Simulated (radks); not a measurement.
The numbers below are computed, except where a source is named.
Effect of the nuclear size on the iridium ion Ir2+, [Xe] 4f14 5d7. Level of theory: Dirac Kohn-Sham, relativistic LDA (MacDonald-Vosko exchange, VWN5 correlation), spin-unpolarised, spherical densities, finite nucleus; open shells fill j = l - 1/2 first; Fermi nuclear charge, rms radius 5.4032 fm (a radial shooting solver on a logarithmic mesh with Libxc functionals). The rms radius is varied about that value; shifts are against it.

rms radius (fm)  total energy shift (eV)  density at nucleus (e/bohr^3)  1s1/2 shift (meV)  2s1/2 shift (meV)  5s1/2 shift (meV)  5p1/2 shift (meV)  5d5/2 shift (meV)  6s1/2 (empty) shift (meV)  6p1/2 (empty) shift (meV)
4.8088                             -16.3                      1.874e+06              -6520               -945              -10.2             -0.140              0.097                      -1.38                     -0.063
5.1979                             -5.76                       1.82e+06              -2300               -334              -3.62             -0.050              0.034                     -0.489                     -0.022
5.4032                                 0                      1.793e+06              0.000              0.000              0.000              0.000              0.000                      0.000                      0.000
5.6301                              6.52                      1.766e+06               2610                379               4.11              0.056             -0.039                      0.554                      0.025
6.6513                              37.9                      1.658e+06              15200               2200               23.9              0.331             -0.225                       3.22                      0.147

Slopes of the eigenvalues against <r^2> in GHz/fm^2, as finite differences over the two radii next to the reference (eigenvalue slopes, not the field-shift constants of lines): 1s1/2 254000, 2s1/2 36800, 5s1/2 399, 5p1/2 5.48, 5d5/2 -3.77, 6s1/2 (empty) 53.9, 6p1/2 (empty) 2.46.
